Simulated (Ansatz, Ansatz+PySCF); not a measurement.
```tsv
atom	x (Å)	y (Å)	z (Å)
Co	0.0000	0.0000	0.0000
F	0.0000	0.0000	1.7360
```

Basis set: def2-SVP (spherical functions). Frozen core: 6 orbitals. Correlation on ROHF uses semicanonical orbitals with singles. Charge 0, multiplicity 3.

Computed with Ansatz (development build ahead of 0.2.0); each method stands on the lowest determinant of its kind that the runs found. Restricted functionals stand beside restricted open-shell atoms, which can lie above the unrestricted atoms usual in DFT and then raise those values.

The atomization energy at this shape (free ground-state atoms in the same class of orbitals less the molecule, no zero-point energy) of triplet CoF:

```json
{"method": "ωB97X (unrestricted)", "atomization energy": "4.27 eV"}
{"method": "ωB97X (restricted open-shell)", "atomization energy": "4.13 eV"}
{"method": "r²SCAN (unrestricted)", "atomization energy": "4.67 eV"}
{"method": "r²SCAN (restricted open-shell)", "atomization energy": "4.55 eV"}
{"method": "PBE0 (unrestricted)", "atomization energy": "4.13 eV"}
{"method": "PBE (unrestricted)", "atomization energy": "4.86 eV"}
{"method": "PBE0 (restricted open-shell)", "atomization energy": "3.88 eV"}
{"method": "PBE (restricted open-shell)", "atomization energy": "4.80 eV"}
{"method": "UHF-MP2", "atomization energy": "3.69 eV"}
{"method": "UHF", "atomization energy": "2.32 eV"}
{"method": "ROHF", "atomization energy": "0.21 eV"}
```

Q: What does ROHF-MP2 give?

A: 3.62 eV. Caution: another spin multiplicity may lie lower. Caution for ωB97X (unrestricted), PBE0 (unrestricted): the unrestricted determinant is spin contaminated. Caution for UHF-MP2, UHF: the unrestricted determinant is a mixture of spin states. Caution for ROHF-MP2, ROHF: an unrestricted determinant lies well below.
